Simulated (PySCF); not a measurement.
# One molecule, several mistakes: BClH3Si

These are calculations, not measurements. They come from PySCF 2.14.0, an open-source quantum chemistry program, on an isolated molecule that a program drew, which may never have been made. The molecule is BClH3Si (charge 0, doublet), drawn as the SMILES string `B[SiH]Cl`.

Each row is a Hartree-Fock (HF) and frozen-core CCSD(T) single point in the cc-pV(D+d)Z basis, meant for a local HF minimum. Run 1 is clean. Each other run has one planted mistake out of seven kinds, and not every kind appears here: one electron removed, one electron added, multiplicity raised by two, geometry at a saddle point, minimal basis STO-3G, one bond length entered in bohr, all coordinates scaled. The reference is restricted for singlets and unrestricted otherwise, and also for a bond in bohr. Adding or removing an electron swaps singlet and doublet. Electrons count all cores. HOMO and LUMO are orbital energies over both spins, the gradient is its largest component, and the lowest frequency (negative if imaginary) is given only where the gradient is small. Bond lengths are over the 5 bonds as drawn. T1 is the CCSD diagnostic: over 0.02 (restricted) or 0.045 (unrestricted) a single reference is doubtful.

Geometry of the clean run:
```xyz
6
BClH3Si, angstrom
B    -2.1885    0.9774    0.0815
Si   -0.8144    0.3435   -1.1106
Cl    0.8129    1.4683   -1.6833
H    -2.1456    2.0823    0.5345
H    -3.0823    0.2240    0.3421
H    -0.7080   -0.9781   -1.7432
```

| run | electrons | basis functions | <S^2> | HOMO (eV) | LUMO (eV) | gradient (hartree/bohr) | lowest frequency (cm^-1) | mean bond (Å) | longest bond (Å) | T1 | HF (hartree) | CCSD(T) (hartree) | mistake |
|---|---|---|---|---|---|---|---|---|---|---|---|---|---|
| 1 | 39 | 75 | 0.762 | -8.38 | 0.36 | 7.6e-06 | 47 | 1.5695 | 2.059 | 0.0160 | -774.85932 | -775.21908 | no fault |
| 2 | 39 | 75 | 0.761 | -8.38 | 0.40 | 1.2e-02 | - | 1.5412 | 2.022 | 0.0151 | -774.85763 | -775.21667 | all coordinates scaled |
| 3 | 40 | 75 | 0.000 | -1.07 | 8.16 | 4.9e-02 | - | 1.5695 | 2.059 | 0.0153 | -774.87124 | -775.26947 | one electron added |
| 4 | 39 | 75 | 1.439 | -8.69 | 0.27 | 2.2e-02 | - | 1.7821 | 2.258 | 0.0593 | -774.74151 | -775.09923 | one bond length entered in bohr |
| 5 | 38 | 75 | 0.000 | -18.03 | -6.95 | 6.7e-02 | - | 1.5695 | 2.059 | 0.0177 | -774.57793 | -774.92335 | ? |
| 6 | 39 | 26 | 0.760 | -6.10 | 4.41 | 2.7e-02 | - | 1.5695 | 2.059 | 0.0195 | -766.27822 | -766.37933 | ? |

**Which mistake was planted in run 5, and what did it cost?**

It counts 38 electrons, one fewer than the clean run, at the same geometry and basis. So the mistake is: one electron removed. Subtracting run 1 and multiplying by 627.51 kcal/mol a hartree, the energy moved by 176.6 kcal/mol in HF and 185.6 kcal/mol in CCSD(T).

**Which mistake was planted in run 6, and what did it cost?**

It has 26 basis functions where the clean run has 75, with the same electrons and geometry. So the mistake is: minimal basis STO-3G. Subtracting run 1 and multiplying by 627.51 kcal/mol a hartree, the energy moved by 5384.7 kcal/mol in HF and 5547.0 kcal/mol in CCSD(T).

Cautions from the logs. Run 4: T1 is over the limit, so its CCSD(T) energy is less reliable.
